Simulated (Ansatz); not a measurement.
Program: Ansatz. Geometries: PBE0-D4/def2-TZVP. ΔE: electronic, gas phase. CBS: MP2 limit from def2 TZ/QZ plus the TZ coupled-cluster correction, frozen cores. This one scheme is used for every species. Functionals use def2-TZVPP. HSE06 is defined as in plane-wave codes. One conformer a species, not always the lowest.

Consider the ligand exchange at the Al–O bond: `[AlH2][O][AlH2]` + `NCS` → `NC[S][AlH2]` + `[OH][AlH2]`.

```csv
level,ΔE (kcal/mol),difference from CCSD(T)/CBS
LDA (SPW92),7.8,-3.1
revPBE-D4,7.5,-3.4
r2SCANh-D4,10.3,-0.6
r2SCAN0-D4,10.5,-0.4
ωB97M-V,11.2,0.3
B2PLYP,12.4,1.5
BLYP,12.0,1.1
r2SCAN,10.3,-0.6
PBE0,9.1,-1.8
r2SCAN0,10.7,-0.2
HSE06,9.0,-1.9
RPA@PBE/def2-TZVPP,12.6,1.7
MP2/def2-SVP,13.4,2.5
CCSD/def2-TZVPP,12.7,1.8
CCSD(T)/def2-TZVPP,11.8,0.9
CCSD/CBS(def2),11.8,0.9
CCSD(T)/CBS,10.9,0
```

Largest T1 diagnostic among the species: 0.013.

From PBE to PBE0 (25 % exact exchange), in def2-TZVPP and without D4, ΔE moves by +0.9 kcal/mol. Leaving LDA and LC-ωPBE aside and taking each functional with its dispersion term where it has one, the values, not all of them listed here, spread over 5.5 kcal/mol, from revPBE-D4 to CAM-B3LYP-D4.
